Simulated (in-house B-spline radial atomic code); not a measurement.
Successive ionisation energies of europium; each step leads to the configuration of the next row (after the last: [He] 2s2 2p6). Dirac energy differences include first-order Breit, QED and recoil terms. NIST's values go from ground level to ground level; the uncertainty of those that are theory runs from under 0.1 % in few-electron ions to several per cent in heavy many-electron ones. Computed with a radial B-spline atomic code at the basis-set limit: Dirac-Hartree-Fock, average of the configuration, finite nuclei.

```csv
ion,configuration,ionisation energy (eV),tabulated value (eV),computed minus tabulated (eV),highest orbital,largest mean radius (bohr)
Eu34+,[Ar] 3d10 4s1,1454.2,1456.06,-2,4s1/2,0.49626
Eu35+,[Ar] 3d10,2506.7,2495,12,3d5/2,0.24508
Eu36+,[Ar] 3d9,2609.5,2591,18,3d5/2,0.24336
Eu37+,[Ar] 3d8,?,?,?,?,?
Eu38+,[Ar] 3d7,2819.8,2807,13,3d5/2,0.23997
Eu39+,[Ar] 3d6,2927.4,2914,13,3d5/2,0.23846
Eu40+,[Ar] 3d5,3036.4,3022,14,3d5/2,0.2371
Eu41+,[Ar] 3d4,3147.1,3168,-21,3d5/2,0.23574
Eu42+,[Ar] 3d3,3259.3,3279,-20,3d5/2,0.23439
Eu43+,[Ar] 3d2,3373.0,3398,-25,3d5/2,0.23305
Eu44+,[Ar] 3d1,3488.3,3510,-22,3d5/2,0.23171
Eu45+,[Ne] 3s2 3p6,?,?,?,?,?
Eu46+,[Ne] 3s2 3p5,?,?,?,?,?
Eu47+,[Ne] 3s2 3p4,4082.9,4031,52,3p3/2,0.22833
Eu48+,[Ne] 3s2 3p3,4187.5,4131,56,3p3/2,0.2273
Eu49+,[Ne] 3s2 3p2,4292.9,4400,-107,3p3/2,0.22629
Eu50+,[Ne] 3s2 3p1,4399.2,4513,-114,3p3/2,0.22529
Eu51+,[Ne] 3s2,4729.1,4729,0,3s1/2,0.22429
Eu52+,[Ne] 3s1,4838.1,4838,0,3s1/2,0.22317
```

Question: Fill in the row of Eu37+.

Answer: ionisation energy (eV): 2713.9; tabulated value (eV): 2697; computed minus tabulated (eV): 17; highest orbital: 3d5/2; largest mean radius (bohr): 0.24166.

Question: Fill in the row of Eu45+.

Answer: ionisation energy (eV): 3876.7; tabulated value (eV): 3823; computed minus tabulated (eV): 54; highest orbital: 3p3/2; largest mean radius (bohr): 0.23039.

Question: Fill in the row of Eu46+.

Answer: ionisation energy (eV): 3979.4; tabulated value (eV): 3921; computed minus tabulated (eV): 58; highest orbital: 3p3/2; largest mean radius (bohr): 0.22935.

Question: Where is the largest jump?

Answer: From Eu34+ to Eu35+, by a factor of 1.72 (1454.2 to 2506.7 eV); the highest orbital goes from 4s1/2 to 3d5/2.

Where a p, d or f electron is removed, the computed value is a mean over both j, so it misses the tabulated one by a part of the spin-orbit splitting; averaging over terms and missing correlation add to the gap, relatively most at low charge.
